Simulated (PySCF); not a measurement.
A calculated (UHF, PySCF 2.14, cc-pVTZ-DK, scalar relativity by spin-free X2C-1e) atom or ion has these occupied shells.

| shell | electrons | orbital energy (eV) | rms radius, mean of both spins (bohr) |
| --- | --- | --- | --- |
| 1s α | 1 | -9047.0 | 0.0601 |
| 1s β | 1 | -9046.9 | 0.0601 |
| 2s β | 1 | -1133.5 | 0.254 |
| 2s α | 1 | -1133.5 | 0.254 |
| 2p β | 3 | -974.19 | 0.228 |
| 2p α | 3 | -974.11 | 0.228 |
| 3s α | 1 | -140.21 | 0.766 |
| 3s β | 1 | -140.20 | 0.766 |
| 3p β | 3 | -91.502 | 0.819 |
| 3p α | 3 | -91.351 | 0.819 |
| 3d β | 5 | -13.065 | 1.16 |
| 3d α | 5 | -12.953 | 1.16 |
| 4s α | 1 | -6.674 | 3.53 |

(1) Name the element and its charge.

Results:

(1) Cu (copper, neutral), in [Ar] 3d10 4s1, 2S determinant.
